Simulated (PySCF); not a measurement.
Mapped SMILES: `[CH3:1][O:2][Si@H:3]([OH:4])[C:5]#[N:6]` (H(Xn): hydrogen on atom n).

Geometry: PBE0-D3(BJ)/def2-SVP; GIAO shifts from PySCF, gas phase, non-relativistic, averaged over equivalent atoms.

At PBE0/def2-TZVP (222 basis functions, 17 s wall time on 1 thread of an Intel Xeon 6975P-C, shared host):
| atoms | δ (ppm) |
| --- | --- |
| C5 | 125.3 |
| C1 | 51.3 |
| O4 | 56.9 |
| O2 | 36.8 |
| Si3 | -59.3 |
| N6 | 351.4 |
| H(Si3) | 4.83 |
| H(C1) | 3.69 |
| H(O4) | 1.75 |

δ = σ(ref) − σ, references computed at the same level: TMS for 13C (186.65 ppm), 29Si (331.56 ppm), 1H (31.48 ppm); H2O for 17O (332.57 ppm); 15N (265.93 ppm) vs NH3.

Question: Predict the values at HF/pcSseg-2 on the same geometry.

Answer: 
```json
{"atoms": "C5", "δ at HF/pcSseg-2": "134.9", "change": "+9.6"}
{"atoms": "C1", "δ at HF/pcSseg-2": "48.5", "change": "-2.8"}
{"atoms": "O4", "δ at HF/pcSseg-2": "33.4", "change": "-23.5"}
{"atoms": "O2", "δ at HF/pcSseg-2": "1.6", "change": "-35.2"}
{"atoms": "Si3", "δ at HF/pcSseg-2": "-61.7", "change": "-2.4"}
{"atoms": "N6", "δ at HF/pcSseg-2": "367.0", "change": "+15.6"}
{"atoms": "H(Si3)", "δ at HF/pcSseg-2": "4.19", "change": "-0.64"}
{"atoms": "H(C1)", "δ at HF/pcSseg-2": "3.53", "change": "-0.16"}
{"atoms": "H(O4)", "δ at HF/pcSseg-2": "2.48", "change": "+0.73"}
```

Shifts are taken against calculated references (same method and geometry level): 13C (σref 191.47), 29Si (σref 382.96), 1H (σref 31.68) against TMS; 17O (σref 326.33) against H2O; NH3 for 15N (σref 260.75).

The largest change is at O2 (oxygen bonded to C, Si). Cost: 293 basis functions, 14 s wall time on 1 thread of an AMD EPYC 9R45, shared host.

Experimental scales use liquid or dissolved standards, which lie at an offset from isolated NH3 (liquid NH3: subtract about 20 ppm) and H2O (liquid H2O: subtract about 36 ppm). Unscaled 15N shifts of sp2 nitrogen come out 20 to 40 ppm too high even then.
